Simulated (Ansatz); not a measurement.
`O[Si@@H]1[SiH2][Si@H]1[SiH3]` + H₂ → `O[SiH]1[SiH2][SiH2]1` + SiH₄  (hydrogenolysis of the Si–Si bond)

Calculated with Ansatz (gas phase, PBE0-D4/def2-TZVP geometries, no zero-point term in ΔE). CCSD(T)/CBS adds triple-zeta CCSD(T) − MP2 to the extrapolated MP2 energy (def2 sets, frozen cores). This one scheme is used for every species. Functionals use def2-TZVPP. One conformer a species, not always the lowest.

```
                       species  ωB97M-V energy (Eh)
`O[Si@@H]1[SiH2][Si@H]1[SiH3]`          -1237.95010
                            H₂             -1.16132
        `O[SiH]1[SiH2][SiH2]1`           -947.26650
                          SiH₄           -291.84636
```

Problem. Work out ΔE.

Solution. ΔE = (-947.26650) + (-291.84636) − (-1237.95010) − (-1.16132) = -0.00144 Eh = -3.8 kJ/mol. CCSD(T)/CBS gives +3.5 kJ/mol.

Largest T1 diagnostic among the species: 0.015.

In def2-TZVPP, CCSD(T) changes the Hartree–Fock value by +34.1 kJ/mol (the triples alone add +7.1 kJ/mol) and MP2 by +38.3 kJ/mol. The D4 term adds +12.5 kJ/mol with B3LYP and +7.2 kJ/mol with PBE0; it sums over pairs of atoms, weighted by their polarisabilities, and B3LYP, whose exchange is more repulsive, gets the larger term. From PBE to PBE0 (25 % exact exchange), in def2-TZVPP and without D4, ΔE moves by −5.6 kJ/mol.

B3LYP here is the variant with VWN-RPA as its local correlation; programs differ in this.
